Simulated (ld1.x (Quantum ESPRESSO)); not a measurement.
## Mn (Z = 25): variants of one TM potential

Base potential:

```
Element                 : manganese (Mn)
Generator               : ld1.x (Quantum ESPRESSO) 7.5
Type                    : norm-conserving Troullier–Martins (Kleinman–Bylander form)
Functional              : PBE
Relativity              : scalar-relativistic
Frozen core             : [Ne]
Valence charge          : 15
Reference configuration : 3s2 3p6 3d5 4s1.5 4p0 (charge +0.5)
Partial waves           : 3p (bound): rc 0.85 bohr; 3d (bound): rc 1.70 bohr; 3s (bound): rc 1.45 bohr
Local potential         : the s channel
Core correction         : Bessel-smoothed model core, default radius (core density twice the valence density)
```

Occupied shells without a wave of their own: 4s. They enter only through the test configuration that unscreens the potential, and ld1.x also counts them in the model core charge.

Cutoffs, loose and tight: the cutoffs (Ry, on a coarse ladder) from which the occupation-weighted sum of valence levels, in a spherical-Bessel basis at the reference potential, stays within 10 and 1 mRy of its value at 400 Ry. They do not see the model core or the augmentation charge, which bear on the density cutoff. Test errors are all-electron minus pseudo excitation energies from the reference, over the configurations 3s2 3p6 3d5 4s2 4p0; 3s2 3p6 3d5 4s1 4p0; 3s2 3p6 3d5 4s0 4p0; 3s2 3p6 3d4 4s2 4p0; 3s2 3p6 3d3 4s0 4p0; 3s1 3p6 3d5 4s2 4p0; 3s2 3p6 3d4 4s2 4p1. A dash means not determined; rows that change the core or the reference have their own tests. The largest error is taken over the tests solved by every variant that gives reliable tests at all: 3s1 3p6 3d5 4s2 4p0; 3s2 3p6 3d3 4s0 4p0; 3s2 3p6 3d4 4s2 4p0; 3s2 3p6 3d4 4s2 4p1; 3s2 3p6 3d5 4s0 4p0; 3s2 3p6 3d5 4s1 4p0.

With those shells counted twice in exchange and correlation these files are broken, and their errors move erratically; no question is asked of them.

```csv
change,outcome,"cutoff, loose","cutoff, tight",bound ghosts,largest test error (meV)
base,"generated, misses its reference levels by 1.18 eV",140 Ry,230 Ry,none,-5627
wave 3p (bound): rc 0.85 bohr becomes 3p (bound): rc 0.60 bohr,"generated, misses its reference levels by 1.18 eV",over 300 Ry,over 300 Ry,none,-5624
wave 3p (bound): rc 0.85 bohr becomes 3p (bound): rc 0.66 bohr,"generated, misses its reference levels by 1.18 eV",260 Ry,over 300 Ry,none,-5625
wave 3p (bound): rc 0.85 bohr becomes 3p (bound): rc 0.78 bohr,"generated, misses its reference levels by 1.18 eV",120 Ry,230 Ry,none,-5627
wave 3p (bound): rc 0.85 bohr becomes 3p (bound): rc 0.90 bohr,"generated, misses its reference levels by 1.18 eV",120 Ry,230 Ry,none,-5627
wave 3p (bound): rc 0.85 bohr becomes 3p (bound): rc 1.04 bohr,"generated, misses its reference levels by 1.18 eV",100 Ry,160 Ry,none,-5624
wave 3p (bound): rc 0.85 bohr becomes 3p (bound): rc 1.12 bohr,"generated, misses its reference levels by 1.18 eV",90 Ry,140 Ry,none,-5622
wave 3p (bound): rc 0.85 bohr becomes 3p (bound): rc 1.26 bohr,"generated, misses its reference levels by 1.18 eV",90 Ry,140 Ry,none,-5619
```

Reading the sweep of the p radius (base included, trends over the rows without a ghost): The loose cutoff falls from 260 Ry at 0.66 to 90 Ry at 1.26 bohr, with one reversal. A larger radius leaves more room for a smooth pseudo-wave, so fewer plane waves are needed; a smaller one forces it to follow the all-electron wave where it bends sharply. The median size of the test errors (rows with all tests solved) stays near 947.4 meV.
